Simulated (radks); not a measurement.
The numbers below are computed, except where a source is named.
Radial electron density D(r) = 4 pi r^2 rho(r) of an atom or ion with 4 electrons. Code: a radial shooting solver on a logarithmic mesh with Libxc functionals. Model: scalar-relativistic Kohn-Sham, BLYP, spin-polarised, spherical densities, finite nucleus; Fermi nuclear charge, rms radius of each element as measured or else 0.836 A^(1/3) + 0.57 fm.

```
   r/bohr * D(r) (the largest magnitude, 34.9, reaches the edge; | marks zero)
 0.001845 |*
 0.002031 | *
 0.002236 | *
 0.002461 | *
 0.002709 |  *
 0.002982 |  *
 0.003283 |   *
 0.003613 |   *
 0.003977 |    *
 0.004378 |     *
 0.004819 |      *
 0.005305 |       *
 0.005839 |         *
 0.006428 |          *
 0.007075 |            *
 0.007726 |              *
 0.008505 |                *
 0.009362 |                   *
  0.01031 |                      *
  0.01134 |                         *
  0.01249 |                            *
  0.01374 |                               *
  0.01513 |                                   *
  0.01665 |                                      *
  0.01833 |                                          *
  0.02018 |                                             *
  0.02221 |                                                *
  0.02445 |                                                   *
  0.02691 |                                                     *
  0.02963 |                                                      *
  0.03261 |                                                      *
   0.0359 |                                                     *
  0.03951 |                                                   *
  0.04349 |                                                *
  0.04788 |                                            *
   0.0527 |                                       *
  0.05801 |                                  *
  0.06386 |                             *
  0.07029 |                        *
  0.07737 |                   *
  0.08517 |                *
  0.09375 |             *
   0.1032 |            *
   0.1136 |            *
    0.125 |             *
   0.1376 |              *
   0.1515 |                *
   0.1654 |                *
   0.1821 |                *
   0.2005 |                *
   0.2207 |              *
   0.2429 |           *
   0.2674 |         *
   0.2943 |      *
    0.324 |    *
   0.3566 |  *
   0.3925 | *
   0.4321 |*
   0.4756 *
   0.5236 *
   0.5763 *
   0.6344 *
   0.6983 *
```

What is the nuclear charge?

Answer. Z = 30. The innermost maximum, from 1s, lies near gamma/Z bohr with gamma = sqrt(1 - (Z/c)^2) = 0.976, here 0.0325 bohr (found: 0.0316), and its height grows with Z. The density is that of the zinc ion Zn26+ in [He] 2s2; the configuration itself is not fixed sharply by these data, and Z only to about a unit. D(r) has 2 maxima, at r = 0.0316, 0.175 bohr, and minima at 0.108 bohr, inside which lie 2.07 electrons.
